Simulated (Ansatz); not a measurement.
CHO₂ (SMILES O=[C-]O), charge -1, singlet, geometry from GFN2-xTB (a gas-phase anion, which may not be bound at this level); Ansatz (a program for electronic structure) with CCSD/aug-cc-pVDZ.

Here is a job for Ansatz.
Ansatz 0.2 input:
```yaml
crystal:
  periodic: [false, false, false]
  atoms:
    - {symbol: O, position_ang: [-1.06017647, -0.42035133, -0.00039719]}
    - {symbol: C, position_ang: [0.00193940, 0.63730099, -0.02155352]}
    - {symbol: O, position_ang: [1.13549551, 0.10277181, 0.01219052]}
    - {symbol: H, position_ang: [-0.61418871, -1.28316976, 0.03497448]}
basis:
  gaussian:
    orbitals: aug-cc-pVDZ
total_charge: -1
magnetization: {spin_polarized: false}
correlation: {method: ccsd}
scf: {lower_state_search: off}
```

Q: Predict the main parts of the log of this Ansatz run.

A: 
```
Functional definition: HF
these checks for a lower state are left out or cut short: stability, starts, cluster_reference, orbital_swaps, neighbouring_geometries, increment
761 factors; integrals over basis functions are off by at most 7.9e-4 eV
mean field evaluation 1: about -5118.8349 eV, gradient 2.3e1 eV
mean field evaluation 2: about -5118.8361 eV, gradient 2.3e1 eV
mean field evaluation 4: about -5120.2482 eV, gradient 3.9e0 eV
mean field evaluation 8: about -5120.2975 eV, gradient 2.0e-1 eV
mean field -5120.29786742 eV, -188.1674759651 hartree, gradient 1.6e-6 eV, S^2 0.000000; 0 other end points of the search recorded, 0 dependent functions left out
3 core orbitals not correlated
reference -5120.29786742 eV, -188.1674759651 hartree; 9, 9 occupied and 66, 66 virtual orbitals, 761 factors
second order -14.86727328 eV of doubles, -0.00000000 eV of singles
cycle   1  -14.43669618 eV  change    4.3e-1 eV  update   1.3e-1
cycle   2  -14.92637027 eV  change   -4.9e-1 eV  update   4.3e-2
cycle   3  -15.06347366 eV  change   -1.4e-1 eV  update   2.8e-2
cycle   4  -15.05975430 eV  change    3.7e-3 eV  update   9.7e-3
cycle   5  -15.05038287 eV  change    9.4e-3 eV  update   6.4e-3
cycle   6  -15.05225117 eV  change   -1.9e-3 eV  update   2.9e-3
cycle   7  -15.05299889 eV  change   -7.5e-4 eV  update   1.4e-3
cycle   8  -15.05246076 eV  change    5.4e-4 eV  update   5.9e-4
cycle   9  -15.05241926 eV  change    4.2e-5 eV  update   2.0e-4
cycle  10  -15.05266618 eV  change   -2.5e-4 eV  update   8.3e-5
cycle  11  -15.05255618 eV  change    1.1e-4 eV  update   2.9e-5
cycle  12  -15.05256123 eV  change   -5.0e-6 eV  update   1.2e-5
Total energy: -5135.35042865 eV, -188.7206473872 hartree
Checks for a lower state left out: stability, starts, cluster_reference, orbital_swaps, neighbouring_geometries, increment
```
